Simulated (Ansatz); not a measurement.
Isolated molecules relaxed with PBE0-D4/def2-TZVP in Ansatz; ΔE leaves out vibrations. CCSD(T)/CBS is the MP2 limit (def2-TZVPP, def2-QZVPP) plus CCSD(T) − MP2 in def2-TZVPP, frozen cores. This one scheme is used for every species, atoms too. For atomizations the MP2-based limit and the directly extrapolated one differ by several kJ/mol either way, and by 10 to 25 for some Ge, Se and Sn compounds, so smaller differences from it don't rank the levels. DFT in def2-TZVPP. Open shells (•) are unrestricted, without spin–orbit coupling. Spin–orbit coupling would lower the free atoms: a little for Al, Cl, F, O, Si. Each species was taken in one conformer, which may not be the lowest.

`[F][Al]([Cl])[O][SiH3]` → Al• + Cl• + F• + 3 H• + O• + Si•  (atomization)

Task: What is ΔE at CCSD(T)/CBS? (Best estimate.)

Result: Ansatz gave: +708.3 kcal/mol.

Task: What do these levels give: PBE0, r2SCANh, r2SCAN0, BHLYP, HF/def2-QZVPP, MP2/CBS(def2)? (Best estimate.)

Result: The calculation gave: PBE0 684.9, r2SCANh 698.4, r2SCAN0 690.5, BHLYP 675.0, HF/def2-QZVPP 538.6, MP2/CBS(def2) 729.6 kcal/mol.

Largest T1 diagnostic among the species: 0.018.

In def2-TZVPP, CCSD(T) changes the Hartree–Fock value by +150.5 kcal/mol (the triples alone add +9.0 kcal/mol) and MP2 by +171.9 kcal/mol; breaking electron pairs costs correlation energy, which Hartree–Fock lacks. From PBE to PBE0 (25 % exact exchange), in def2-TZVPP and without D4, ΔE moves by −8.8 kcal/mol: exact exchange takes away binding that semilocal exchange gives to molecules.
